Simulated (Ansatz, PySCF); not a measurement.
Si(F)(I)2(Me) (CH3FI2Si), SMILES C[Si](F)(I)I.

Geometry: B3LYP-D3(BJ)/def2-SVP. The def2 effective core potentials stand for the cores of I; spin–orbit coupling is left out.

Vertical ionisation energy (IE) and electron affinity (EA) in eV. Rows of orbital energies are one-electron estimates. Where ΔSCF, EOM or ADC give a negative EA the extra electron is unbound and the value depends on the basis.

| level | IE | EA |
|---|---|---|
| −ε(HOMO), −ε(LUMO), r2SCAN/def2-TZVP (PySCF) | 6.89 | 1.93 |
| −ε(HOMO), −ε(LUMO), PBE/def2-TZVP (PySCF) | 6.58 | 2.17 |
| ΔSCF, PBE/def2-SVPD (Ansatz), final states of multiplicity 2 and 2 | 9.23 | 0.15 |

Question: What vertical singlet–triplet gap does ΔSCF give with PBE/def2-SVPD (Ansatz, an electronic-structure program)? (An estimate is asked for; the answer gives what the named calculation found.)

Answer: 4.30 eV (triplet above singlet where positive).
